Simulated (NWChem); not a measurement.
# Basis-set dependence for H6B2

```
B
H 1 1.2014
H 1 1.2014 2 121.73
H 1 1.3290 2 109.00 3 -128.14
B 4 1.3290 1 83.91 2 -112.52
H 5 1.2014 4 109.00 1 112.52
H 5 1.2014 6 121.73 4 -128.14
H 1 1.3290 2 109.00 4 -103.72
```
Charge 0, spin multiplicity 1.

Program: NWChem. All single points use one geometry, from B3LYP/def2-SVP, a minimum by its harmonic frequencies.

Hartree-Fock energies in Ha, correlation energies in mHa.

The correlated methods keep 2 core orbitals frozen. The Pople sets run with spherical d functions. The structure started from a generated list of species. Coupled-cluster values serve here as a point of comparison, not as the truth.

| basis | functions | RHF | MP2 | SCS-MP2 | CCSD | CCSD+T(CCSD) | CCSD(T) | CR-CCSD[T] | CR-CCSD(T) | RI-MP2 |
|---|---|---|---|---|---|---|---|---|---|---|
| 6-31G* | 40 | -52.80993 | -179.8 | -189.1 | -215.2 | -221.1 | -220.8 | -220.2 | -219.9 | not run |
| cc-pVDZ | 58 | -52.81581 | -215.8 | -229.8 | -258.3 | -264.6 | -264.5 | -263.6 | -263.4 | -215.8 |
| cc-pVTZ | 144 | -52.83443 | -261.9 | -279.7 | not run | not run | not run | not run | not run | -261.8 |

From cc-pVDZ to cc-pVTZ the Hartree-Fock energy moves by -18.6 mHa and the MP2 correlation energy by -46.1 mHa, which is 18 % of its value in the larger set.
